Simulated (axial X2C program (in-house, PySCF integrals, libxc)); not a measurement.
## What spin–orbit coupling does to GeBr

Calculated with an in-house relativistic program for diatomic molecules. Spin-free means the one-electron spin-free X2C Hamiltonian; two-component (2c) means X2C with spin–orbit coupling and atomic mean-field two-electron Coulomb and Gaunt terms, so the difference of the two also holds small scalar two-electron terms. Basis: Br dyall-cv3z [8s9p6d4f1g], Ge dyall-cv3z [9s9p7d4f1g] (cores contracted in-house); Gaussian nuclei, density fitting, unrestricted open shells. Masses: Br 78.918 u, Ge 73.921 u.

Spin-free state: M_S = 1/2, Λ = 1 (beyond evenly filled blocks: π+α); fragments Br + Ge.

```json
{"level": "PBE0", "Re (Å)": "2.321", "ωe (cm⁻¹)": "293.5", "De (eV)": "3.621", "μ (D)": "1.57"}
{"level": "HF", "Re (Å)": "2.346", "ωe (cm⁻¹)": "285.9", "De (eV)": "2.229", "μ (D)": "2.15"}
{"level": "MP2", "Re (Å)": "2.328", "ωe (cm⁻¹)": "296.3", "De (eV)": "3.505", "μ (D)": "n/a"}
{"level": "CCSD", "Re (Å)": "2.335", "ωe (cm⁻¹)": "292.9", "De (eV)": "3.279", "μ (D)": "n/a"}
{"level": "CCSD(T)", "Re (Å)": "2.337", "ωe (cm⁻¹)": "291.9", "De (eV)": "3.411", "μ (D)": "n/a"}
{"level": "r2SCAN0", "Re (Å)": "2.308", "ωe (cm⁻¹)": "299.6", "De (eV)": "3.508", "μ (D)": "1.51"}
```

Correlated methods: 11 electrons correlated (number of frozen shells: Br 3 s, 2 p, 1 d; Ge 3 s, 2 p, 1 d), 249 virtual spin orbitals or spinors in MP2, 90 natural virtuals in coupled cluster.

Dipoles are positive if Ge is the positive end.

Problem. Within this multiplet, which Ω should lie lowest by the rule for regular and inverted multiplets?

Solution. The open π shell holds one electron, so the multiplet is regular: Ω = Λ − 1/2 = 1/2. The PBE0 2c search agrees.

Two-component determinant lowest at the distance of the search:

Ω = 1/2 (⟨Sz⟩ = -0.50, ⟨Lz⟩ = 1.00 at HF); fragments Br + Ge.

| level | Re (Å) | ωe (cm⁻¹) | μ (D) |
| --- | --- | --- | --- |
| PBE0 | 2.322 | 293.1 | 1.56 |
| HF | 2.347 | 285.7 | 2.15 |
| MP2 | 2.329 | 296.1 | n/a |
| CCSD | 2.335 | 292.7 | n/a |
| CCSD(T) | 2.338 | 291.7 | n/a |
| r2SCAN0 | 2.309 | 299.3 | 1.50 |

Problem. From the two tables, how do the constants change at the CCSD(T) level (2c against spin-free)?

Solution. At the CCSD(T) level Re increases by 0.001 Å and ωe doesn't move by more than 0.2 cm⁻¹.

One determinant describes the state; a PBE0 search over occupations chose it and may have missed a lower one. De is counted from the lowest determinant-based energies of the atoms at the same level, without counterpoise correction. De is not given where an atomic determinant may have missed its ground term or J level, or where the truncated virtual space spoils (T). Density functionals use the spin component along the axis (collinear). Coupled cluster ran in a truncated set of natural virtual spinors; the MP2 energy of the rest was added. (T) has no such correction and the atoms are truncated less, which lowers De at CCSD(T) by a hundredth of an eV or more. Without a current term, density functionals place determinants with orbital angular momentum somewhat too high. With the outer-core shells frozen, correlated bond lengths of heavy atoms tend to come out a few hundredths of an ångström too long.
